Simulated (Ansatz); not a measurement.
Cartesian coordinates (Å):
SMILES: O[Si](O)(O)O
```xyz
9

O      1.3309    -0.9737    -0.1036
Si     0.0000     0.0000     0.0000
O     -1.2886    -0.9276    -0.4572
O     -0.0321     0.5765     1.5481
O     -0.0102     1.3248    -0.9873
H      2.0861    -0.7005     0.4304
H     -1.2316    -1.8608    -0.2202
H     -0.5304     1.3923     1.6757
H     -0.3241     1.1689    -1.8858
```
Charge 0, multiplicity 1.

Level of theory: frozen-core CCSD(T)/cc-pVDZ // B3LYP-D3(BJ)/def2-SVP (Ansatz, a quantum-chemistry and plane-wave program).

HF energy: -590.92255 Ha
MP2 correlation energy: -0.84132 Ha

Problem. Estimate the CCSD correlation energy, the (T) correction, the total energy and the T1 diagnostic.

Solution. 
* **CCSD correlation energy**: -0.86199 Ha
* **(T) correction**: -0.01754 Ha
* **CCSD(T) total energy**: -591.80208 Ha
* **T1 diagnostic**: 0.011
